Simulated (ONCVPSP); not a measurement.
carbon: excitation energies, all-electron against ONCV

ONCVPSP 4.0.1 input, shortened (lines: element, Z, core and valence counts, functional; n l f; lmax; l rc ep ncon nbas qcut; lloc lpopt rc5 dvloc0; l nproj debl; icmod fcfact rcfact), PBEsol, scalar-relativistic:

```
  C 6.00    1    2  -116133      upf
    1    0    2.00
    2    0    2.00
    2    1    2.00
    2
    0    0.85    0.00    3    7    6.20
    1    2.95    0.00    4    8    4.10
    2    2.55    0.19    4    9    4.30
    4    1    0.75    0.00
    0    3    3.90
    1    2    3.50
    2    2    2.00
    1    0.50    0.00
```

Energies are relative to the spin-unpolarised reference configuration 2s2 2p2; without spin polarisation the order of configurations can differ from experiment.

```tsv
valence configuration	charge	ΔE all-electron (eV)	error AE − PS (meV)
2s2 2p1	+1	10.789	+165
2s2 2p0	+2	34.807	+1410
2s1 2p0	+3	82.771	+2683
```

(1) What are ΔE and the potential's error for 2s0 2p4?

Levels in the configuration 2s2 2p0:

```csv
level,all-electron (eV),pseudo (eV)
2s,-40.178,-39.057
```

Note: ghosts flagged at negative energy: s at -221.9 eV, p at -262.0 eV, d at -413.0 eV; GHOST(+) flags only above 600 eV. A true bound ghost makes a file unfit for plane-wave use.

Results:

(1) ΔE = 16.872 eV all-electron; the error (AE − PS) is -229 meV.
